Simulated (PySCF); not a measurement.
pyridine (C₅H₅N), singlet, at a GFN2-xTB geometry; CAMB3LYP/6-31G** (PySCF).

The PySCF input:
```python
from pyscf import gto, scf, dft

mol = gto.M(
    atom='''
N     0.00742982   -0.00202824    1.39890042
C    -0.00729504    0.00199145   -1.37352275
C     0.00593743    1.13226510    0.72050688
C     0.00169873   -1.13434967    0.71724306
C    -0.00577111   -1.19111707   -0.66858228
C    -0.00131259    1.19305082   -0.66514919
H    -0.01303551    0.00355852   -2.45435009
H     0.01080092    2.03373642    1.31980399
H     0.00318739   -2.03755505    1.31394154
H    -0.01026046   -2.14122739   -1.18042206
H    -0.00224565    2.14464139   -1.17425062
''',
    basis='6-31g**',
    verbose=4,
)

mf = dft.RKS(mol)
mf.xc = 'camb3lyp'
mf.kernel()
mf.analyze()
```

It wrote (shortened):

```
PySCF version 2.14.0

[INPUT] verbose = 4
[INPUT] num. atoms = 11
[INPUT] num. electrons = 42
[INPUT] charge = 0
[INPUT] spin (= nelec alpha-beta = 2S) = 0
[INPUT] symmetry False subgroup None
[INPUT] Mole.unit = angstrom
[INPUT] Symbol           X                Y                Z      unit          X                Y                Z       unit  Magmom
[INPUT]  1 N      0.007429820000  -0.002028240000   1.398900420000 AA    0.014040324955  -0.003832818115   2.643538669339 Bohr   0.0
[INPUT]  2 C     -0.007295040000   0.001991450000  -1.373522750000 AA   -0.013785627668   0.003763295091  -2.595581823359 Bohr   0.0
[INPUT]  3 C      0.005937430000   1.132265100000   0.720506880000 AA    0.011220116584   2.139670939403   1.361560674065 Bohr   0.0
[INPUT]  4 C      0.001698730000  -1.134349670000   0.717243060000 AA    0.003210134460  -2.143610205791   1.355392948145 Bohr   0.0
[INPUT]  5 C     -0.005771110000  -1.191117070000  -0.668582280000 AA   -0.010905817335  -2.250885044594  -1.263437400937 Bohr   0.0
[INPUT]  6 C     -0.001312590000   1.193050820000  -0.665149190000 AA   -0.002480435614   2.254539302488  -1.256949801076 Bohr   0.0
[INPUT]  7 H     -0.013035510000   0.003558520000  -2.454350090000 AA   -0.024633543794   0.006724628209  -4.638049483902 Bohr   0.0
[INPUT]  8 H      0.010800920000   2.033736420000   1.319803990000 AA    0.020410780693   3.843204843353   2.494068079208 Bohr   0.0
[INPUT]  9 H      0.003187390000  -2.037555050000   1.313941540000 AA    0.006023294152  -3.850421008224   2.482989654289 Bohr   0.0
[INPUT] 10 H     -0.010260460000  -2.141227390000  -1.180422060000 AA   -0.019389459312  -4.046333337517  -2.230674404795 Bohr   0.0
[INPUT] 11 H     -0.002245650000   2.144641390000  -1.174250620000 AA   -0.004243663472   4.052784862507  -2.219012073401 Bohr   0.0

nuclear repulsion = 207.572344723666
number of shells = 51
number of NR pGTOs = 197
number of NR cGTOs = 109
basis = 6-31g**
ecp = {}

******** <class 'pyscf.dft.rks.RKS'> ********
method = RKS
initial guess = minao
damping factor = 0
level_shift factor = 0
DIIS = <class 'pyscf.scf.diis.CDIIS'>
diis_start_cycle = 1
diis_space = 8
diis_damp = 0
SCF conv_tol = 1e-09
SCF conv_tol_grad = None
SCF max_cycles = 50
direct_scf = True
direct_scf_tol = 1e-13
XC library pyscf.dft.libxc version 7.1.2
    S. Lehtola, C. Steigemann, M. J. T. Oliveira, and M. A. L. Marques,  SoftwareX 7, 1–5 (2018)
XC functionals = camb3lyp
    T. Yanai, D. P. Tew, and N. C. Handy,  Chem. Phys. Lett. 393, 51 (2004)
radial grids:
    Treutler-Ahlrichs [JCP 102, 346 (1995); DOI:10.1063/1.469408] (M4) radial grids

becke partition: Becke, JCP 88, 2547 (1988); DOI:10.1063/1.454033
pruning grids: <function nwchem_prune>
grids dens level: 3
symmetrized grids: False
atomic radii adjust function: <function treutler_atomic_radii_adjust>
small_rho_cutoff = 0
Set gradient conv threshold to 3.16228e-05
Initial guess from minao.
tot grids = 133536
init E= -249.368306658592
  HOMO = -0.28862463484879  LUMO = -0.0708153642377014  gap/eV = 5.92689
cycle= 1 E= -248.116863917498  delta_E= 1.25  |g|= 0.308  |ddm|= 3.45
  HOMO = -0.246043743484856  LUMO = 0.0576541445078187  gap/eV = 8.26404
cycle= 2 E= -248.126188245357  delta_E= -0.00932  |g|= 0.291  |ddm|= 0.683
  HOMO = -0.312579426364219  LUMO = 0.0314170812072563  gap/eV = 9.36062
cycle= 3 E= -248.143639848325  delta_E= -0.0175  |g|= 0.0562  |ddm|= 0.296
  HOMO = -0.310356031477465  LUMO = 0.0287621825902047  gap/eV = 9.22788
cycle= 4 E= -248.14422468401  delta_E= -0.000585  |g|= 0.0264  |ddm|= 0.0625
  HOMO = -0.312276822075661  LUMO = 0.0306984762322458  gap/eV = 9.33283
cycle= 5 E= -248.144396092332  delta_E= -0.000171  |g|= 0.00594  |ddm|= 0.0309
  HOMO = -0.311333984504278  LUMO = 0.0309541704650025  gap/eV = 9.31414
cycle= 6 E= -248.144405380278  delta_E= -9.29e-06  |g|= 0.00175  |ddm|= 0.00761
  HOMO = -0.311605253752295  LUMO = 0.0308032503668434  gap/eV = 9.31741
cycle= 7 E= -248.144406299691  delta_E= -9.19e-07  |g|= 0.000523  |ddm|= 0.00211
  HOMO = -0.311650233420319  LUMO = 0.0307884996353325  gap/eV = 9.31823
cycle= 8 E= -248.144406405041  delta_E= -1.05e-07  |g|= 0.000209  |ddm|= 0.000878
  HOMO = -0.311657548882414  LUMO = 0.0308032182782756  gap/eV = 9.31883
cycle= 9 E= -248.144406416927  delta_E= -1.19e-08  |g|= 4.49e-05  |ddm|= 0.000226
  HOMO = -0.311664622805388  LUMO = 0.0307993305087244  gap/eV = 9.31892
cycle= 10 E= -248.14440641795  delta_E= -1.02e-09  |g|= 1.01e-05  |ddm|= 8.84e-05
  HOMO = -0.311664650096001  LUMO = 0.0307989259463182  gap/eV = 9.31891
cycle= 11 E= -248.144406417989  delta_E= -3.98e-11  |g|= 2.03e-06  |ddm|= 2.15e-05
  HOMO = -0.311664616344161  LUMO = 0.0307989569267342  gap/eV = 9.31891
Extra cycle  E= -248.14440641799  delta_E= -1.08e-12  |g|= 1.07e-06  |ddm|= 4.61e-06
converged SCF energy = -248.14440641799
**** SCF Summaries ****
Total Energy =                        -248.144406417990439
Nuclear Repulsion Energy =             207.572344723666305
One-electron Energy =                 -744.766078497669241
Two-electron Energy =                  289.049327356012498
Two-electron Coulomb Energy =          324.869720800453933
DFT Exchange-Correlation Energy =      -35.820393444441436
HOMO-LUMO gap [eV] =                     9.318908490062881
**** MO energy ****
MO #1   energy= -14.3944908290836  occ= 2
MO #2   energy= -10.2878150576472  occ= 2
MO #3   energy= -10.2878034176938  occ= 2
MO #4   energy= -10.275900718766   occ= 2
MO #5   energy= -10.2648282745401  occ= 2
MO #6   energy= -10.2648176429772  occ= 2
MO #7   energy= -1.02773986951886  occ= 2
MO #8   energy= -0.885604263185252 occ= 2
MO #9   energy= -0.842059567586321 occ= 2
MO #10  energy= -0.705557756000459 occ= 2
MO #11  energy= -0.700708743060426 occ= 2
MO #12  energy= -0.602194258921119 occ= 2
MO #13  energy= -0.547629858593671 occ= 2
MO #14  energy= -0.537259268514708 occ= 2
MO #15  energy= -0.495006614521718 occ= 2
MO #16  energy= -0.469123972231625 occ= 2
MO #17  energy= -0.468639309884669 occ= 2
MO #18  energy= -0.425179391480814 occ= 2
MO #19  energy= -0.343532772634953 occ= 2
MO #20  energy= -0.316249185379443 occ= 2
MO #21  energy= -0.311664616344161 occ= 2
MO #22  energy= 0.0307989569267342 occ= 0
MO #23  energy= 0.0419335372597787 occ= 0
MO #24  energy= 0.146960886158306  occ= 0
MO #25  energy= 0.192634518486628  occ= 0
MO #26  energy= 0.210685962981426  occ= 0
MO #27  energy= 0.216414571688019  occ= 0
MO #28  energy= 0.231774361231564  occ= 0
MO #29  energy= 0.232643100483863  occ= 0
 ** Mulliken pop on meta-lowdin orthogonal AOs  **
 ** Mulliken pop  **
 ** Mulliken atomic charges  **
charge of    0N =     -0.23918
charge of    1C =     -0.07955
charge of    2C =      0.00485
charge of    3C =      0.00485
charge of    4C =     -0.13529
charge of    5C =     -0.13529
charge of    6H =      0.11765
charge of    7H =      0.11342
charge of    8H =      0.11342
charge of    9H =      0.11756
charge of   10H =      0.11756
Dipole moment(X, Y, Z, Debye): -0.01150,  0.00314, -2.16607
```
